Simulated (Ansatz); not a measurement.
Consider the formal exchange of groups at a C–C bond: `CCC(=O)CC(C)=O` + `CC` → `CCC(=O)CC(=O)CC` + CH₄.

Computed with Ansatz on PBE0-D4/def2-TZVP structures; ΔE is electronic, products minus reactants. CCSD(T)/CBS adds triple-zeta CCSD(T) − MP2 to the extrapolated MP2 energy (def2 sets, frozen cores). This one scheme is used for every species. DFT in def2-TZVPP. B3LYP here is the variant with VWN-RPA as its local correlation; programs differ in this. Each species was taken in one conformer, which may not be the lowest.

| level | ΔE (kJ/mol) | difference from CCSD(T)/CBS |
| --- | --- | --- |
| PBE-D4 | -10.7 | 1.0 |
| r2SCAN-D4 | -12.1 | -0.4 |
| PBE0-D4 | -10.6 | 1.1 |
| B3LYP-D4 | -10.7 | 1.0 |
| ωB97X-V | -10.9 | 0.8 |
| ωB97M-V | -11.6 | 0.1 |
| B2PLYP | -8.9 | 2.8 |
| PBE | -7.7 | 4.0 |
| r2SCAN | -10.9 | 0.8 |
| PBE0 | -7.9 | 3.8 |
| B3LYP | -6.3 | 5.4 |
| HF/def2-TZVPP | -4.8 | 6.9 |
| MP2/def2-TZVPP | -12.9 | -1.2 |
| SCS-MP2/def2-TZVPP | -10.7 | 1.0 |
| CCSD/def2-TZVPP | -10.4 | 1.3 |
| CCSD(T)/def2-TZVPP | -11.8 | -0.1 |
| HF/def2-QZVPP | -4.5 | 7.2 |
| MP2/def2-QZVPP | -12.7 | -1.0 |
| SCS-MP2/def2-QZVPP | -10.5 | 1.2 |
| HF/CBS(def2) | -4.4 | 7.3 |
| MP2/CBS(def2) | -12.8 | -1.1 |
| CCSD/CBS(def2) | -10.3 | 1.4 |
| CCSD(T)/CBS | -11.7 | 0 |

Largest T1 diagnostic among the species: 0.014.

In def2-TZVPP, CCSD(T) changes the Hartree–Fock value by −7.0 kJ/mol (the triples alone add −1.4 kJ/mol) and MP2 by −8.1 kJ/mol. The D4 term adds −4.4 kJ/mol with B3LYP and −2.7 kJ/mol with PBE0; it sums over pairs of atoms, weighted by their polarisabilities, and B3LYP, whose exchange is more repulsive, gets the larger term.
